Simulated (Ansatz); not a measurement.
Reaction (redistribution): `[CH3][GeH]([NH2])[F]` + `[Cl][Ge][Br]` → `[NH2][GeH]([F])[Cl]` + `[CH3][Ge][Br]`

Gas-phase electronic energies from Ansatz, PBE0-D4/def2-TZVP geometries. CCSD(T)/CBS adds triple-zeta CCSD(T) − MP2 to the extrapolated MP2 energy (def2 sets, frozen cores). DFT in def2-TZVPP. HSE06 is defined as in plane-wave codes. For Br, Ge outer-core shells are correlated without core-valence functions, which leaves a few kJ/mol of doubt a bond. Scalar relativity is left out up to krypton. Each species was taken in one conformer, which may not be the lowest.

`[CH3][GeH]([NH2])[F]`:

Z-matrix (Å, degrees):
```
C
Ge 1 1.931
H 1 1.090 2 110.0
H 1 1.091 2 109.7 3 119.4
H 1 1.090 2 110.3 3 -120.6
N 2 1.817 1 110.4 3 -177.0
F 2 1.757 1 105.4 3 -57.5
H 2 1.534 1 117.1 3 58.4
H 6 1.010 2 115.9 1 52.1
H 6 1.010 2 115.8 1 -177.9
```

`[Cl][Ge][Br]`:

Cartesian coordinates in Å:
```
Cl 1.215 -0.515 -1.181
Ge 0.435 0.759 0.408
Br -1.650 -0.244 0.772
```

`[NH2][GeH]([F])[Cl]`:

Z-matrix (Å, degrees):
```
Ge
F 1 1.738
Cl 1 2.129 2 105.2
N 1 1.803 2 112.3 3 116.1
H 1 1.525 2 106.3 3 -119.2
H 4 1.010 1 115.0 2 -70.6
H 4 1.010 1 115.6 2 59.4
```

`[CH3][Ge][Br]`:

Z-matrix (Å, degrees):
```
C
Ge 1 1.985
H 1 1.092 2 111.1
H 1 1.094 2 109.5 3 121.0
H 1 1.094 2 109.9 3 -121.4
Br 2 2.358 1 96.4 3 178.9
```

| level | ΔE (kJ/mol) | difference from CCSD(T)/CBS |
| --- | --- | --- |
| PBE-D4 | 63.3 | 6.5 |
| revPBE-D4 | 61.9 | 5.1 |
| PBE0-D4 | 57.9 | 1.1 |
| r2SCANh-D4 | 57.9 | 1.1 |
| HSE06-D4 | 57.9 | 1.1 |
| CAM-B3LYP-D4 | 58.6 | 1.8 |
| revPBE | 63.8 | 7.0 |
| r2SCANh | 57.9 | 1.1 |
| r2SCAN0 | 55.9 | -0.9 |
| CAM-B3LYP | 58.9 | 2.1 |
| RPA@PBE/def2-TZVPP | 53.7 | -3.1 |
| HF/def2-SVP | 47.5 | -9.3 |
| CCSD/def2-SVP | 49.4 | -7.4 |
| HF/def2-QZVPP | 47.2 | -9.6 |
| HF/CBS(def2) | 47.3 | -9.5 |
| MP2/CBS(def2) | 58.1 | 1.3 |
| CCSD(T)/CBS | 56.8 | 0 |

Largest T1 diagnostic among the species: 0.011.

Leaving LDA and LC-ωPBE aside and taking each functional with its dispersion term where it has one, the values, not all of them listed here, spread over 13.7 kJ/mol, from PBE-QIDH to BLYP-D4. From BLYP to BHLYP (50 % exact exchange), in def2-TZVPP and without D4, ΔE moves by −10.9 kJ/mol. In def2-TZVPP, CCSD(T) changes the Hartree–Fock value by +5.1 kJ/mol (the triples alone add +1.7 kJ/mol) and MP2 by +6.3 kJ/mol.
